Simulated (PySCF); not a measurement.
Vibration and rotation of CaC

ROHF-CCSD(T) constants of CaC, triplet, unpaired electrons π ↑↑ (Ca x2c-TZVPPall, C x2c-TZVPPall; spin-free X2C with a Gaussian nucleus (PySCF 2.14); masses 39.9626 and 12.0000 u):

* ωe: 477.8 cm⁻¹
* ωexe: 3.03 cm⁻¹
* Be: 0.33738 cm⁻¹
* αe: 0.00283 cm⁻¹
* De to Ca + C: 1.86 eV

(1) What force constant and bond length do these constants imply?

(2) Estimate the centrifugal constant D from the Kratzer relation and find the Dunham coefficient a1.

Correlated steps freeze 6 core orbitals. The CCSD T1 diagnostic is raised, a sign that a single reference may not be enough here. The state is the lowest determinant that a PBE0 search found; another state may lie lower at other levels.

## Answers

(1) Reduced mass μred = 9.2288 u; k = 5.8918×10⁻⁷·μred·ωe² (u, cm⁻¹, mdyn/Å) = 1.24 mdyn/Å; Re = √(16.8576/(μred·Be)) (u, cm⁻¹, Å) = 2.327 Å.

(2) D = 4Be³/ωe² = 6.73e-07 cm⁻¹; a1 = −1 − αeωe/(6Be²) = -2.98.
